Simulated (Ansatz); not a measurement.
A nudged elastic band was laid between two geometries of AlH$_{8}$N$_{3}$O (13 atoms, charge 0, multiplicity 1).

The calculation used RKS B3LYP/def2-SVP in Ansatz.

```json
{
  "movable images": "7",
  "climbing image": "yes",
  "spring": "5.0 eV/Å²",
  "optimiser": "quadratic models (default)",
  "start path": "through a guess of the saddle point",
  "force threshold": "0.03 eV/Å",
  "iteration limit": "60",
  "end points": "relaxed"
}
```

Image 0:

```xyz
13
Properties=species:S:1:pos:R:3
Al 0.221 -0.316 -0.096
O 1.471 -0.091 -1.299
N -1.293 -1.243 -0.472
N 0.734 -0.375 1.645
H 0.171 2.118 -0.974
N -0.397 1.630 -0.279
H 2.008 -0.841 -1.571
H -1.633 -1.374 -1.421
H -1.569 -2.056 0.073
H 0.213 -0.866 2.366
H 1.714 -0.354 1.919
H -0.255 2.063 0.636
H -1.384 1.704 -0.529
```

Image 8:

```xyz
13
Properties=species:S:1:pos:R:3
Al -0.074 -0.155 0.228
O 1.486 0.199 -1.012
N -1.145 -1.349 -0.591
N 0.749 -0.550 1.773
H 0.987 1.078 -1.115
N -0.502 1.604 -0.247
H 1.388 -0.289 -1.845
H -2.045 -1.128 -1.005
H -1.093 -2.350 -0.427
H 0.277 -0.847 2.621
H 1.726 -0.361 1.975
H -0.418 2.347 0.445
H -1.335 1.802 -0.801
```

Problem. What changes between the two ends?

Solution. Bonds broken: H5–N6. Bonds formed: O2–H5.

Problem. What energy profile does the band end with?

Solution. The run converged. The highest image is number 6 of 0 to 8, 0.90 eV above the first end and 0.04 eV above the last; the last end lies 0.86 eV above the first. A vibrational analysis at the climbing image gives one clearly imaginary mode, 633i cm⁻¹: a first-order saddle point. The orbitals stay closed-shell, which can raise the energy where a bond breaks towards radicals; this wasn't checked here.

```
image  path coordinate (Å)  energy (eV)  H5–N6 (Å)  O2–H5 (Å)
    0                 0.00         0.00       1.02       2.58
    1                 0.39         0.01       1.02       2.46
    2                 0.78         0.04       1.02       2.28
    3                 1.17         0.11       1.03       2.11
    4                 1.56         0.21       1.04       1.90
    5                 1.95         0.50       1.11       1.54
    6                 2.34         0.90       1.45       1.13
    7                 2.56         0.87       1.67       1.04
    8                 2.78         0.86       1.80       1.02
```

Problem. What is the geometry of the highest image?

Solution. 
```xyz
13
Properties=species:S:1:pos:R:3:forces:R:3
Al -0.021 -0.225 0.197 0.00 0.01 0.00
O 1.460 0.242 -0.979 0.00 0.00 0.00
N -1.209 -1.364 -0.522 0.01 -0.01 0.00
N 0.745 -0.554 1.782 0.01 0.00 -0.01
H 0.782 1.145 -1.002 0.01 0.00 -0.01
N -0.426 1.582 -0.330 -0.01 0.00 0.01
H 1.524 -0.193 -1.840 0.00 0.00 0.00
H -2.075 -1.108 -0.986 0.00 0.00 0.00
H -1.190 -2.369 -0.376 0.00 0.00 0.00
H 0.262 -0.873 2.615 0.00 0.00 0.00
H 1.727 -0.403 1.988 0.00 0.00 0.01
H -0.334 2.333 0.355 0.00 0.00 0.00
H -1.246 1.786 -0.901 0.00 0.00 0.00
```

Problem. What are the harmonic wavenumbers there?

Solution. 633i, 148, 177, 183, 216, 235, 263, 301, 336, 364, 441, 495, 565, 630, 643, 666, 691, 713, 777, 857, 890, 1507, 1522, 1528, 1545, 1939, 3518, 3573, 3581, 3598, 3655, 3666, 3843 cm⁻¹.

The band took 16 iterations and roughly 11 core-minutes.

Time of the run: 6 min on 2 threads of Arm Neoverse V1 (shared host), peak memory 0.26 GiB.
